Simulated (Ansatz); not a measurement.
Single points on Hg3Te3.

```yaml
crystal:
  periodic: [false, false, false]
  atoms:
    - {symbol: Hg, position_ang: [0.813114, 1.825193, 0.064080]}
    - {symbol: Hg, position_ang: [-1.987948, -0.208257, -0.026445]}
    - {symbol: Hg, position_ang: [1.174868, -1.616813, -0.038207]}
    - {symbol: Te, position_ang: [-1.825909, 2.512668, 0.059271]}
    - {symbol: Te, position_ang: [-1.263564, -2.836354, -0.099664]}
    - {symbol: Te, position_ang: [3.089449, 0.323573, 0.040975]}
basis:
  gaussian: {orbitals: def2-TZVP, initial_orbitals: start.molden}
hamiltonian: {xc: r2scan, dispersion: d4}
scf: {omitted_lower_state_checks: [starts]}
output: {orbitals: {seedname: orbitals}}
```

The file start.molden holds the orbitals of an earlier run on this structure, at another level or in another basis.

```sh
$ ansatz run in.yaml --threads 4 --pin off --events-out ev --progress --plain --max-ram 4787MiB
```

Shortened log:

```
Functional definition: r2SCAN
2328 factors; their error is unknown
mean field evaluation 1: about -34430.4018 eV, gradient 9.2e0 eV
mean field evaluation 2: about -34430.5147 eV, gradient 1.6e-1 eV
mean field evaluation 4: about -34430.1244 eV, gradient 1.2e-3 eV
mean field -34430.12442672 eV, -1265.2837351053 hartree, gradient 1.2e-5 eV, S^2 0.000000; 0 other end points of the search recorded, 0 dependent functions left out
reference -34430.12444041 eV, -1265.2837356086 hartree; 66, 66 occupied and 213, 213 virtual orbitals, 2328 factors
Total energy: -34430.22917046 eV, -1265.2875843669 hartree
Checks for a lower state left out: starts
```

Hardware: 4 threads of AMD EPYC 7R43 on a shared host. Wall time 11 s.

The first input with `hamiltonian: {xc: {name: wB97M-V}}` (abridged; 29 s):

```
Functional definition: wB97M-V
mean field -34406.65403480 eV, -1264.4212141111 hartree, gradient 1.0e-5 eV, S^2 0.000000
Total energy: -34406.65408852 eV, -1264.4212160852 hartree
Checks for a lower state left out: starts
```

As the first input, with `hamiltonian: {xc: {name: wB97X-V}}` (abridged; 24 s):

```
Functional definition: wB97X-V
mean field -34411.38788265 eV, -1264.5951798110 hartree, gradient 1.1e-5 eV, S^2 0.000000
Total energy: -34411.38788051 eV, -1264.5951797322 hartree
Checks for a lower state left out: starts
```

As the first input, with `gaussian: {orbitals: def2-SVP, initial_orbitals: start.molden}`, `hamiltonian: {xc: pbe, dispersion: d4}` (abridged; 2.8 s):

```
Functional definition: PBE
mean field -34416.47260053 eV, -1264.7820397464 hartree, gradient 6.3e-5 eV, S^2 0.000000
Total energy: -34416.96610214 eV, -1264.8001755962 hartree
Checks for a lower state left out: starts
```

First input, but with `gaussian: {orbitals: def2-SVP, initial_orbitals: start.molden}`, `hamiltonian: {xc: pbe0, dispersion: d4}` (abridged; 6 s):

```
Functional definition: PBE0
mean field -34414.67334522 eV, -1264.7159183335 hartree, gradient 3.2e-5 eV, S^2 0.000000
Total energy: -34415.11172570 eV, -1264.7320285190 hartree
Checks for a lower state left out: starts
```

Geometry: B3LYP-D4/def2-SVP.

In the def2 sets Hg, Te take a core potential; there is no spin–orbit coupling. The structure comes from a short search, and lower isomers may exist.
